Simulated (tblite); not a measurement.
C₃H₁₃NSi₄.
Structure used (GFN2-xTB), in Å, numbered top down from 1:
```
atom  x, y, z in Å
C1     4.1179   -1.0818   -0.4619
Si2    3.2994   -0.1336    0.9654
C3     1.6753    0.5160    0.3568
C4     0.6145    0.9266   -0.0596
Si5   -1.0292    1.4916   -0.6995
N6    -2.2525    0.3917   -0.1028
Si7   -3.5887    0.8856    0.8985
Si8   -2.1888   -1.2797   -0.5938
H9     4.2895   -0.4338   -1.3169
H10    3.4927   -1.9053   -0.7957
H11    5.0773   -1.4955   -0.1639
H12    3.0580   -1.0308    2.1037
H13    4.1366    1.0035    1.3726
H14   -1.0173    1.4452   -2.1679
H15   -1.3275    2.8322   -0.1954
H16   -3.5158    0.1699    2.1749
H17   -4.8449    0.5638    0.2138
H18   -3.4812    2.3265    1.1114
H19   -0.8144   -1.5872   -0.9806
H20   -3.0964   -1.4807   -1.7299
H21   -2.6136   -2.1073    0.5347
```

Calculated harmonic vibrations of the isolated species, GFN2-xTB (tblite), most abundant isotopes, no scaling. Errors from tens to a few hundred cm⁻¹ against measured bands are possible. Modes of hydrogen on silicon can be 10 to 20 % off. One conformer, not necessarily the lowest. The optimisation stopped once no atom felt more than 0.01 eV/Å.

Lowest wavenumbers of the output (negative numbers stand for imaginary wavenumbers):
```
mode    cm-1
  1     -34.0
  2     -12.7
  3       4.1
  4      34.7
  5      45.2
  6      70.6
  7     106.4
  8     152.7
  9     169.4
 10     205.2
```

Q: Is this structure a minimum?

A: Not by this Hessian. 1 mode is imaginary beyond 20i (34i cm⁻¹), and 1 more slightly so (12.7i). The curvature is small, so loose convergence or finite differences may be the whole cause.

Q: Which atoms move in the imaginary modes?

A: 34i: H20 (Si–H hydrogen) 30 %, H21 (Si–H hydrogen) 29 %, H19 (Si–H hydrogen) 25 %; 13i: C1 (Si-methyl carbon) 41 %. These are shares of the mass-weighted motion.

Q: What is the remedy?

A: Step along such a mode in both directions, optimise again with tighter thresholds and repeat the frequencies. The zero-point energy of this point (83.0 kcal/mol) counts the 55 real modes alone, and thermal corrections from it aren't those of a minimum.
